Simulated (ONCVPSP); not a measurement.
# What one change does to a pseudopotential (potassium, ONCV)

* Element: K
* Generator: ONCVPSP 4.0.1
* Type: optimised norm-conserving Vanderbilt (ONCV)
* Functional: PBE
* Relativity: scalar-relativistic
* Frozen core: [Ar]
* Valence charge: 1
* Reference configuration: 3d1
* Partial waves: s scattering state at 0.05 Ha: rc 3.35 bohr, ncon 3, nbas 8, qcut 2.1 1/bohr, 2 projectors, debl 3.3 Ha; p scattering state at 0.15 Ha: rc 3.65 bohr, ncon 4, nbas 7, qcut 2.5 1/bohr, 3 projectors, debl 3.5 Ha; 3d: rc 4.00 bohr, ncon 4, nbas 8, qcut 2.7 1/bohr, 3 projectors, debl 1.6 Ha
* Local potential: polynomial inside 2.70 bohr (lpopt 5, dvloc0 1 Ha)
* Core correction: Teter function, fcfact 5.25, rcfact 1.6

Change: local potential polynomial inside 2.70 bohr (lpopt 5, dvloc0 8.5 Ha).

Cutoffs: the cutoffs (Ha) at which the residual kinetic energy of the hardest occupied pseudo-wave falls to 1 and 0.1 mHa per electron; they do not see the model core or the augmentation charge, which bear on the density cutoff. Errors are all-electron minus pseudo energies relative to the spin-unpolarised reference configuration.

**Question.** What does the change do?

**Answer.** The potential gets neither clearly harder nor softer (3.2 Ha and 7.7 Ha → 3.2 Ha and 7.7 Ha); the lowest positive-energy flag moves from s at 92.1 eV to s at 48.7 eV; the number of tests with a reliable result goes from 4 to 1; neither file shows a bound ghost.

| quantity | base | changed |
| --- | --- | --- |
| cutoff, loose | 3.2 Ha | 3.2 Ha |
| cutoff, tight | 7.7 Ha | 7.7 Ha |
| bound ghosts | none | none |
| GHOST(+) flags under 300 eV | s at 92.1 eV, p at 212.7 eV, d at 231.0 eV | s at 48.7 eV, d at 85.4 eV |
| tests with a reliable result | 4 of 4 | 1 of 4 |
| error for 3d0 4p1, meV [ΔE -0.90 eV] | +45 | +48 |
| s: phases at 3.39 bohr within 0.05 rad from the reference energy up to (Ha; the scan ends near 5) | 0.7 | 0.6 |
| p: phases at 3.71 bohr within 0.05 rad from the reference energy up to (Ha; the scan ends near 5) | 0.9 | 0.8 |
| d: phases at 4.06 bohr within 0.05 rad from the reference energy up to (Ha; the scan ends near 5) | 0.0 | 0.0 |
| rms error of d²Exc/dni dnj with the model core, mHa | 3.83 | 3.83 |

Base: The cutoffs count occupied waves only; projector 2 of the s channel, the hardest unoccupied one, needs 30 Ha at the loose tolerance. Changed file: The cutoffs count occupied waves only; projector 2 of the s channel, the hardest unoccupied one, needs 30 Ha at the loose tolerance.
